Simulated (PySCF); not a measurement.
Si(OMe)2 (C₂H₆O₂Si), SMILES CO[Si]OC (connectivity only; charge and spin as stated), neutral, multiplicity 1. Atoms are numbered in the order given.

```xyz
11

Si    -1.0186    -0.0418     0.0000
O      0.4094    -0.9360     0.0000
C      0.5116    -2.3411     0.0000
H      1.0652    -2.6793    -0.8922
H      1.0652    -2.6793     0.8922
H     -0.4769    -2.8391     0.0000
O     -0.3964     1.4979     0.0000
C      0.9310     1.9885     0.0000
H      1.0894     2.6169    -0.8922
H      1.0894     2.6169     0.8922
H      1.6675     1.1697     0.0000
```

The structure is a stationary point at B3LYP-D3(BJ)/def2-SVP. Other conformers were not sampled.

Calculation: PBE0/pcSseg-1 (PySCF).

GIAO shieldings, no solvent; atoms listed in one row are averaged. δ = σ(ref) − σ: ²⁹Si against TMS (σ = 352.7 ppm); ¹⁷O against H2O (σ = 334.2 ppm); ¹³C against TMS (σ = 186.3 ppm); ¹H against TMS (σ = 31.56 ppm), references at their B3LYP-D3(BJ)/def2-TZVP geometries, non-relativistic.

Estimate the chemical shifts. (Estimate from the structure and the level; the computed values follow.)


```json
[
 {"nucleus": "²⁹Si", "atoms": "Si1", "count": "1", "δ (ppm)": "74.0"},
 {"nucleus": "¹⁷O", "atoms": "O2", "count": "1", "δ (ppm)": "189.2"},
 {"nucleus": "¹⁷O", "atoms": "O7", "count": "1", "δ (ppm)": "150.7"},
 {"nucleus": "¹³C", "atoms": "C3, C8", "count": "2", "δ (ppm)": "53.1"},
 {"nucleus": "¹H", "atoms": "H9, H10, H11", "count": "3", "δ (ppm)": "4.31"},
 {"nucleus": "¹H", "atoms": "H4, H5, H6", "count": "3", "δ (ppm)": "4.12"}
]
```
